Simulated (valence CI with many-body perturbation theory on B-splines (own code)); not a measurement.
## E1 transitions of Bi51+

Method: valence CI with perturbative core correlation (CI+MBPT): four valence electrons over a frozen Dirac-Fock core [Ar] 3d10, radial functions for each j: 11 s, 11 p, 9 d, 7 f, 5 g, 2 h, 1 i, with the one-electron correlation potential Σ1, the two-electron term Σ2, the three-electron term Σ3, Breit, model QED; selected CI, second order for the rest (own B-spline code, finite nucleus).

The last digits are not significant, and no measured levels were compared; by estimate large intervals hold to a few tenths of a per cent, small ones and those within an open d or f shell to about a per cent.

Lines 151 to 200 of 238 in falling wavelength, among levels below 54.534 Ry, chosen from the strongest by gf and those to the six lowest levels. Wavelengths and rates use the calculated energies. Electric multipoles are in the length gauge, E1 and E2 with the static RPA response of the core. Weak lines are less certain than strong ones. Lines between different terms over intervals too small for the method are left out, as are lines whose strength nearly cancels. Where a level lies close to another of its J and parity, the split of strength between their lines is uncertain. The highest levels of a list are the least certain.

Levels are named by their leading jj configuration (3d3/2^4 stands for four electrons in 3d with j = 3/2), which in mixed levels can hold well under half, so a name can repeat and another be missing. Letters in brackets count levels of one name in rising energy.

| λ vac (Å) | Upper | Lower | A (s⁻¹) | log gf | Branch % |
| --- | --- | --- | --- | --- | --- |
| 39.82 | (4s 4p1/2 4p3/2 4d3/2) J=2 [d] | (4s^2 4p1/2 4d3/2) J=1 | 1.38e+12 | 0.22 | 38.6 |
| 39.78 | (4s 4p1/2 4p3/2 4d3/2) J=2 [c] | (4s^2 4p1/2 4d3/2) J=2 | 1.11e+11 | -0.88 | 3.8 |
| 39.74 | (4s 4p1/2 4p3/2^2) J=2 [b] | (4s^2 4p1/2 4p3/2) J=2 | 1.59e+12 | 0.27 | 97.5 |
| 39.52 | (4s 4p1/2 4p3/2^2) J=1 [b] | (4s^2 4p1/2 4p3/2) J=2 | 1.40e+12 | -0.01 | 66.0 |
| 39.50 | (4s^2 4p1/2 4f5/2) J=3 | (4s 4p1/2^2 4p3/2) J=2 | 5.00e+07 | -4.09 | 0.0 |
| 39.50 | (4s 4p1/2 4p3/2 4d3/2) J=1 [c] | (4s^2 4p1/2 4d3/2) J=2 | 1.24e+12 | -0.06 | 59.5 |
| 39.37 | (4s 4p1/2 4p3/2^2) J=1 [a] | (4s^2 4p1/2 4p3/2) J=1 | 1.02e+12 | -0.15 | 90.1 |
| 39.34 | (4s 4p1/2 4p3/2 4d5/2) J=1 [c] | (4s^2 4p1/2 4d5/2) J=2 | 5.16e+11 | -0.44 | 41.6 |
| 39.31 | (4s 4p1/2 4p3/2 4d5/2) J=2 [c] | (4s^2 4p1/2 4d5/2) J=3 | 9.37e+11 | 0.04 | 58.6 |
| 39.27 | (4s 4p1/2 4p3/2 4d3/2) J=3 [c] | (4s^2 4p1/2 4d3/2) J=2 | 1.81e+12 | 0.47 | 90.7 |
| 39.17 | (4s 4p1/2 4p3/2 4d5/2) J=2 [c] | (4s^2 4p1/2 4d5/2) J=2 | 8.79e+10 | -1.00 | 5.5 |
| 39.15 | (4p1/2^2 4p3/2^2) J=2 | (4s 4p1/2^2 4p3/2) J=2 | 5.33e+11 | -0.21 | 37.8 |
| 39.11 | (4s 4p1/2 4p3/2 4d5/2) J=3 [d] | (4s^2 4p1/2 4d5/2) J=3 | 9.57e+11 | 0.19 | 50.3 |
| 39.11 | (4s 4p1/2 4p3/2^2) J=2 [b] | (4s^2 4p1/2 4p3/2) J=1 | 9.59e+09 | -1.96 | 0.6 |
| 38.89 | (4s 4p1/2 4p3/2^2) J=1 [b] | (4s^2 4p1/2 4p3/2) J=1 | 6.88e+11 | -0.33 | 32.4 |
| 38.78 | (4s 4p1/2 4p3/2 4d5/2) J=2 [d] | (4s^2 4p1/2 4d5/2) J=3 | 3.59e+11 | -0.39 | 15.1 |
| 38.65 | (4s 4p1/2 4p3/2 4d5/2) J=2 [d] | (4s^2 4p1/2 4d5/2) J=2 | 7.53e+11 | -0.07 | 31.7 |
| 38.63 | (4s^2 4p1/2 4f5/2) J=2 | (4s 4p1/2^2 4p3/2) J=2 | 1.33e+09 | -2.83 | 0.4 |
| 38.52 | (4s 4p3/2^3) J=1 | (4s^2 4p3/2^2) J=2 | 2.10e+12 | 0.15 | 67.2 |
| 37.65 | (4s^2 4p1/2 4f7/2) J=3 | (4s 4p1/2^2 4p3/2) J=2 | 2.94e+10 | -1.36 | 9.8 |
| 37.37 | (4s 4p1/2 4p3/2 4d3/2) J=0 [a] | (4s 4p1/2^2 4p3/2) J=1 | 7.88e+10 | -1.78 | 72.0 |
| 37.33 | (4s 4p1/2 4p3/2 4d3/2) J=1 [a] | (4s 4p1/2^2 4p3/2) J=1 | 6.76e+06 | -5.37 | 0.0 |
| 37.26 | (4s 4p1/2 4p3/2 4d3/2) J=2 [a] | (4s 4p1/2^2 4p3/2) J=1 | 6.53e+10 | -1.17 | 21.1 |
| 37.26 | (4s 4p1/2 4p3/2 4d5/2) J=2 [a] | (4s^2 4p1/2 4d3/2) J=2 | 1.31e+11 | -0.86 | 9.5 |
| 37.18 | (4s 4p1/2 4p3/2 4d3/2) J=2 [d] | (4s^2 4p1/2 4d3/2) J=2 | 2.60e+11 | -0.57 | 7.2 |
| 35.49 | (4s 4p1/2 4p3/2 4d3/2) J=1 [a] | (4s 4p1/2^2 4p3/2) J=2 | 2.66e+10 | -1.82 | 34.2 |
| 35.42 | (4s 4p1/2 4p3/2 4d3/2) J=2 [a] | (4s 4p1/2^2 4p3/2) J=2 | 1.60e+11 | -0.82 | 51.6 |
| 35.07 | (4s 4p1/2 4p3/2 4d3/2) J=3 [a] | (4s 4p1/2^2 4p3/2) J=2 | 3.31e+10 | -1.37 | 35.8 |
| 35.03 | (4s 4p1/2 4p3/2 4d3/2) J=2 [b] | (4s 4p1/2^2 4p3/2) J=1 | 7.29e+10 | -1.17 | 5.7 |
| 34.56 | (4s 4p1/2 4p3/2 4d3/2) J=1 [b] | (4s 4p1/2^2 4p3/2) J=1 | 8.56e+10 | -1.34 | 3.5 |
| 34.50 | (4s 4p1/2 4p3/2 4d3/2) J=2 [c] | (4s 4p1/2^2 4p3/2) J=1 | 1.27e+10 | -1.95 | 0.4 |
| 34.29 | (4s 4p1/2 4p3/2 4d3/2) J=1 [c] | (4s 4p1/2^2 4p3/2) J=1 | 4.33e+10 | -1.64 | 2.1 |
| 33.40 | (4s 4p1/2 4p3/2 4d3/2) J=2 [b] | (4s 4p1/2^2 4p3/2) J=2 | 3.26e+11 | -0.56 | 25.3 |
| 33.33 | (4s^2 4p3/2 4d3/2) J=2 | (4s^2 4p1/2 4p3/2) J=2 | 1.86e+12 | 0.19 | 58.1 |
| 33.14 | (4s^2 4p3/2 4d3/2) J=1 | (4s^2 4p1/2 4p3/2) J=2 | 3.60e+11 | -0.75 | 13.1 |
| 33.13 | (4s^2 4p3/2 4d3/2) J=3 | (4s^2 4p1/2 4p3/2) J=2 | 2.35e+12 | 0.43 | 100.0 |
| 33.07 | (4s 4p1/2 4p3/2 4d3/2) J=1 [d] | (4s 4p1/2^2 4p3/2) J=1 | 2.92e+12 | 0.16 | 77.9 |
| 33.05 | (4s 4p1/2 4p3/2 4d3/2) J=3 [b] | (4s 4p1/2^2 4p3/2) J=2 | 2.32e+12 | 0.43 | 93.0 |
| 32.98 | (4s 4p1/2 4p3/2 4d3/2) J=1 [b] | (4s 4p1/2^2 4p3/2) J=2 | 1.93e+12 | -0.02 | 78.4 |
| 32.95 | (4s 4p1/2^2 4f5/2) J=2 | (4s^2 4p3/2^2) J=2 | 4.71e+05 | -6.42 | 0.0 |
| 32.92 | (4s 4p1/2 4p3/2 4d3/2) J=2 [c] | (4s 4p1/2^2 4p3/2) J=2 | 2.73e+12 | 0.35 | 93.7 |
| 32.90 | (4s 4p1/2^2 4f5/2) J=3 | (4s^2 4p3/2^2) J=2 | 2.16e+07 | -4.61 | 0.0 |
| 32.89 | (4s^2 4p3/2 4d3/2) J=2 | (4s^2 4p1/2 4p3/2) J=1 | 1.33e+12 | 0.03 | 41.7 |
| 32.73 | (4s 4p1/2 4p3/2 4d3/2) J=1 [c] | (4s 4p1/2^2 4p3/2) J=2 | 7.05e+11 | -0.47 | 33.9 |
| 32.70 | (4s^2 4p3/2 4d3/2) J=1 | (4s^2 4p1/2 4p3/2) J=1 | 2.37e+12 | 0.06 | 86.2 |
| 32.69 | (4s^2 4p3/2 4d3/2) J=0 | (4s^2 4p1/2 4p3/2) J=1 | 2.60e+12 | -0.38 | 100.0 |
| 32.64 | (4s 4p1/2 4p3/2 4d3/2) J=0 [b] | (4s 4p1/2^2 4p3/2) J=1 | 2.49e+12 | -0.40 | 68.4 |
| 32.61 | (4s^2 4p1/2 4d3/2) J=1 | (4s^2 4p1/2^2) J=0 | 3.63e+12 | 0.24 | 99.5 |
| 32.59 | (4s 4p1/2 4p3/2 4d5/2) J=2 [a] | (4s 4p1/2^2 4p3/2) J=1 | 4.69e+11 | -0.43 | 33.8 |
| 32.58 | (4s 4p1/2 4p3/2 4d3/2) J=3 [c] | (4s 4p1/2^2 4p3/2) J=2 | 1.47e+11 | -0.79 | 7.4 |

Problem. How does gf follow from A for the line at 33.33 Å?

Solution. gf = 1.4992 × (2J+1)_upper × A / σ², with σ = 2999968 cm⁻¹ and 2J+1 = 5: gf = 1.55.
